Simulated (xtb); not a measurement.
C2H4N2OSi, SMILES [SiH]1(N=CC=N1)O. All values are semi-empirical tight-binding results from xtb (GFN2-xTB unless named), good for trends rather than for accurate numbers. Geometry: GFN2-xTB. The structure was generated by enumeration, and PubChem lists no compound with its InChIKey, so it may never have been made. The values are those of a single conformer.

Optimised geometry:

Bonds (Å): O1–Si2 1.615, O1–H7 0.955, Si2–N3 1.777, Si2–N6 1.777, Si2–H8 1.440, N3–C4 1.262, C4–C5 1.491, C4–H9 1.082, C5–N6 1.263, C5–H10 1.083. Angles (°): Si2–O1–H7 121.3, O1–Si2–N3 115.5, O1–Si2–N6 115.4, O1–Si2–H8 106.1, N3–Si2–N6 93.1, N3–Si2–H8 113.3, N6–Si2–H8 113.3, Si2–N3–C4 107.8, N3–C4–C5 115.6, N3–C4–H9 122.0, C5–C4–H9 122.4, C4–C5–N6 115.6, C4–C5–H10 122.4, N6–C5–H10 122.0, Si2–N6–C5 107.8.
Charge 0, spin multiplicity 1.

The point group as xtb finds it comes out as Cs. The orbital gap comes out as 1.75 eV. The dipole moment comes out as 2.03 D and the zero-point energy is 39.6 kcal/mol. The G − E(el) at 298.15 K (modified RRHO) is 20.8 kcal/mol and the static polarisability (D4 model) is 66.9 bohr³. The solvation energy, GFN2-xTB/ALPB(water) is -7.2 kcal/mol and the solvation energy, GFN2-xTB/ALPB(benzene) is -4.2 kcal/mol.

Q: Give the atomic charges and the Wiberg bond orders between heavy atoms. (An estimate is asked for; the answer gives what the named calculation found.)

A: charges (e) O1 -0.45, Si2 0.62, N3 -0.33, C4 0.07, C5 0.07, N6 -0.33, H7 0.32, H8 -0.04, H9 0.04, H10 0.04. Bond orders O1–Si2 1.19, Si2–N3 0.92, N3–C4 1.92, C4–C5 1.02, Si2–N6 0.92, C5–N6 1.92.
